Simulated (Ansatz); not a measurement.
A nudged elastic band was laid between two geometries of BF3H2O (7 atoms, charge 0, multiplicity 1).

All numbers below come from RKS B3LYP/def2-SVP in Ansatz.

* movable images: 7
* climbing image: yes
* spring: 5.0 eV/Å²
* optimiser: quadratic models (default)
* start path: through a guess of the saddle point
* force threshold: 0.05 eV/Å
* iteration limit: 60
* end points: relaxed

First end point:

```xyz
7
Properties=species:S:1:pos:R:3
B 0.040 0.022 0.078
F -0.058 0.548 1.321
F 1.183 0.233 -0.583
F -1.098 -0.008 -0.652
O 0.148 -1.726 0.513
H -0.651 -2.148 0.158
H 0.078 -1.775 1.481
```

Last end point:

```xyz
7
Properties=species:S:1:pos:R:3
B 0.035 -0.444 -0.480
F -0.010 -0.063 2.268
F 1.141 0.257 -0.593
F -1.088 0.012 -1.012
O 0.079 -1.653 0.146
H -0.775 -2.108 0.134
H 0.260 -0.854 1.851
```

Question: What changes between the two ends?

Answer: Bonds broken: B1–F2, O5–H7. Bonds formed: F2–H7. BF3H2O becomes BF2HO + FH.

Question: Give the energies along the band, and the barrier.

Answer: The forces met the threshold. The highest image is number 4 of 0 to 8, 1.03 eV above the first end and 0.56 eV above the last; the last end lies 0.47 eV above the first. A vibrational analysis at the climbing image gives one clearly imaginary mode, 996i cm⁻¹: a first-order saddle point. The orbitals stay closed-shell, which can raise the energy where a bond breaks towards radicals; this wasn't checked here.

```json
{"image": "0", "path coordinate (Å)": "0.00", "energy (eV)": "0.00", "B1–F2 (Å)": "1.35", "O5–H7 (Å)": "0.97", "F2–H7 (Å)": "2.33"}
{"image": "1", "path coordinate (Å)": "0.26", "energy (eV)": "0.05", "B1–F2 (Å)": "1.37", "O5–H7 (Å)": "0.97", "F2–H7 (Å)": "2.01"}
{"image": "2", "path coordinate (Å)": "0.51", "energy (eV)": "0.25", "B1–F2 (Å)": "1.41", "O5–H7 (Å)": "0.99", "F2–H7 (Å)": "1.68"}
{"image": "3", "path coordinate (Å)": "0.77", "energy (eV)": "0.70", "B1–F2 (Å)": "1.51", "O5–H7 (Å)": "1.08", "F2–H7 (Å)": "1.38"}
{"image": "4", "path coordinate (Å)": "1.02", "energy (eV)": "1.03", "B1–F2 (Å)": "1.65", "O5–H7 (Å)": "1.28", "F2–H7 (Å)": "1.13"}
{"image": "5", "path coordinate (Å)": "1.33", "energy (eV)": "0.77", "B1–F2 (Å)": "1.93", "O5–H7 (Å)": "1.57", "F2–H7 (Å)": "0.97"}
{"image": "6", "path coordinate (Å)": "1.65", "energy (eV)": "0.55", "B1–F2 (Å)": "2.26", "O5–H7 (Å)": "1.80", "F2–H7 (Å)": "0.94"}
{"image": "7", "path coordinate (Å)": "1.96", "energy (eV)": "0.48", "B1–F2 (Å)": "2.54", "O5–H7 (Å)": "1.92", "F2–H7 (Å)": "0.93"}
{"image": "8", "path coordinate (Å)": "2.27", "energy (eV)": "0.47", "B1–F2 (Å)": "2.78", "O5–H7 (Å)": "1.89", "F2–H7 (Å)": "0.93"}
```

Question: What is the geometry of the highest image?

Answer: 
```xyz
7
Properties=species:S:1:pos:R:3
B 0.052 -0.277 -0.054
F -0.016 0.082 1.559
F 1.173 0.247 -0.540
F -1.118 0.058 -0.611
O 0.148 -1.706 0.375
H -0.635 -2.219 0.127
H 0.039 -1.039 1.458
```

Question: What are the harmonic wavenumbers there?

Answer: 996i, 280, 369, 396, 445, 490, 655, 788, 918, 1012, 1228, 1241, 1446, 2031, 3827 cm⁻¹.

The band took 15 iterations and roughly 5 core-minutes.

Run time: 2.7 min on 2 threads of Intel(R) Xeon(R) Platinum 8259CL CPU @ 2.50GHz (Skylake/Cascade Lake) (shared host), peak memory 0.17 GiB.
